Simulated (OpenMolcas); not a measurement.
# Levels of Mg by method

```json
{
 "Program": "OpenMolcas",
 "Basis": "ANO-RCC-VQZP [6s5p3d2f1g]",
 "Scalar Hamiltonian": "DKH2, point nucleus",
 "Active space": "2 electrons in 4 orbitals (3s 3p)",
 "State averaging": "2S+1 = 3 even, 3 roots; 2S+1 = 1 even, 1 root; 2S+1 = 3 odd, 3 roots; 2S+1 = 1 odd, 3 roots",
 "Spin-orbit coupling": "state interaction with AMFI integrals over the reference wave functions, term energies averaged over their components"
}
```

Methods on the same reference wave functions:
A. CASSCF
B. SS-CASPT2, IPEA 0.25 Eh, imaginary shift 0.1 Eh (closed shells correlated: 2s 2p)

Energies in cm-1 above 3s2 1S0, the measured ground level; measured values from NIST Handbook of Basic Atomic Spectroscopic Data.

| Level | A | B | Measured |
| --- | --- | --- | --- |
| 3s2 1S0 | 0.0 | 0.0 | 0.0 |
| 3s 3p 3P* 0 | 21876 | 21897 | 21850 |
| 3s 3p 3P* 1 | 21891 | 21913 | 21870 |
| 3s 3p 3P* 2 | 21922 | 21944 | 21911 |
| 3s 3p 1P* 1 | 40244 | 37353 | 35051 |

Deviations, from unrounded energies. A percentage is the sum of absolute deviations over the sum of measured energies, with the sign that they share, or ± where signs differ.

| Against measurement | Levels | A | B |
| --- | --- | --- | --- |
| mean absolute deviation (cm-1) | 4 | 1300 | 610 |
| other configurations (%) | 4 | +5.2 | +2.4 |

B lies closest to measurement on these levels. The largest miss of B in the table is 3s 3p 1P* 1, by +2300 cm-1. The ranking rests on the paired levels alone, and a cruder setting can come out closer through cancelling errors.

The lowest spin-free term lies below A's lowest term by 0.281 hartree in B.

Without dynamic correlation excited terms often stand tens of per cent too high (terms of higher spin than the ground term too low), and those without a measured partner can miss by more than the paired ones (holds for A). Measured partners are found by configuration, term and J. A level has none where our copy of the source lacks it or the pairing is in doubt (some pairs that miss far off the trend of their configuration count as doubtful), and it then counts in no deviation. Levels of configurations outside the active space are missing. Levels that lie high or do not pair safely by name in every column are left out.

* marks odd parity.
